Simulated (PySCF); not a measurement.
Species: C4H5Cl2F.
Structure used (PBE0-D3(BJ)/def2-SVP), in Å, numbered top down from 1:
```xyz
12
C4H5Cl2F angstrom
F      2.1376   -1.0269   -0.6399
C      0.9888   -0.9233    0.1023
C      0.2998    0.3606   -0.2192
C     -1.0016    0.6332   -0.0866
C     -2.0600   -0.3148    0.3807
Cl    -1.6761   -1.0498    1.9655
Cl    -2.3789   -1.5994   -0.8306
H      1.2560   -0.9461    1.1750
H      0.3434   -1.7930   -0.1013
H      0.9669    1.1527   -0.5760
H     -1.3630    1.6325   -0.3464
H     -3.0172    0.1985    0.5186
```

Level of theory: core-valence-separated Tamm–Dancoff BHandHLYP/aug-pcX-1 (pcseg-1 on H, def2-SVPD on Cl) in PySCF, non-relativistic, gas phase, PBE0-D3(BJ)/def2-SVP geometry. No empirical shift is added; at this level the pattern usually sits a few eV under experiment.

Problem. Give energies, oscillator strengths and core holes at the C K edge.

Solution. 
```tsv
E (eV)	f	core hole on	main final orbital	polarisation
282.33	0.0620	C3	LUMO (80 %)	normal to the local trigonal plane
282.77	0.0507	C4	LUMO (80 %)	normal to the local trigonal plane
286.06	0.0712	C5	LUMO (60 %)	–
286.08	0.0164	C4	LUMO+1 (55 %)	in the local trigonal plane
286.30	0.0566	C5	LUMO+2 (64 %)	–
286.38	0.0025	C4	LUMO+2 (59 %)	in the local trigonal plane
286.40	0.0194	C3	LUMO+1 (32 %)	in the local trigonal plane
286.46	0.0249	C2	LUMO (68 %)	–
287.24	0.0001	C3	LUMO+2 (63 %)	–
287.48	0.0333	C2	spread	–
287.56	0.0014	C3	LUMO+4 (42 %)	mixed
287.62	0.0124	C4	LUMO+5 (37 %)	normal to the local trigonal plane
287.80	0.0041	C3	spread	in the local trigonal plane
287.86	0.0019	C4	LUMO+4 (59 %)	in the local trigonal plane
287.96	0.0021	C4	LUMO+3 (43 %)	in the local trigonal plane
288.14	0.0024	C3	LUMO+5 (68 %)	mixed
288.21	0.0010	C4	LUMO+8 (46 %)	mixed
288.39	0.0220	C2	spread	–
```

The first line with a tenth or more of the strongest one's intensity is at 282.33 eV (f = 0.062), with the hole on C3 (alkene CH carbon), polarised normal to the local trigonal plane: a 1s→π* resonance. The strongest listed is at 286.06 eV (f = 0.071; C5).

Problem. What does the F 1s absorption edge look like?

Solution. 
| E (eV) | f | core hole on | main final orbital |
| --- | --- | --- | --- |
| 684.97 | 0.0209 | F1 | LUMO (49 %) |
| 686.27 | 0.0079 | F1 | LUMO (44 %) |
| 686.61 | 0.0083 | F1 | LUMO+4 (46 %) |
| 687.35 | 0.0029 | F1 | LUMO+3 (51 %) |
| 687.39 | 0.0002 | F1 | LUMO+2 (58 %) |
| 687.69 | 0.0016 | F1 | LUMO+5 (53 %) |
| 687.80 | 0.0045 | F1 | LUMO+1 (52 %) |

The first line with a tenth or more of the strongest one's intensity is at 684.97 eV (f = 0.021), with the hole on F1 (alkyl fluorine). It is also the strongest listed.

Roots within 0.03 eV whose holes lie on the same, on equivalent or on shared atoms are summed into one line, and the highest roots are left out, as the search may have cut off their partners. Final orbitals are the ground state's empty Kohn–Sham orbitals. A dash: too weak, shared between unlike atoms, or no plane or axis to refer to.

Problem. What are the wavelength and the wavenumber of the 286.30 eV line?

Solution. λ = 12398.42 eV Å/286.30 eV = 43.306 Å; 2.3092 × 10⁶ cm⁻¹.

The list ends where the root search ended, not at a threshold.

One conformer stands for the species.
